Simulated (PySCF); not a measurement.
Harmonic spectrum computed at PBE0 in the def2-TZVP basis family (core potentials from Rb on, PySCF, no spin–orbit coupling):

| ω (cm⁻¹) | IR (km/mol) |
| --- | --- |
| 493 | 0.7 |
| 966 | 328 |
| 1128 | 5.4 |

Which molecule gave it? In each, all ligands are bound to the one heavy central atom.
A. PN₂ (doublet)
B. SeN₂ (singlet)
C. InN₂ (quartet)
D. MoN₂ (singlet)
E. GaN₂ (quartet)

D. It has C2v symmetry with Mo–N 1.652 Å (×2).
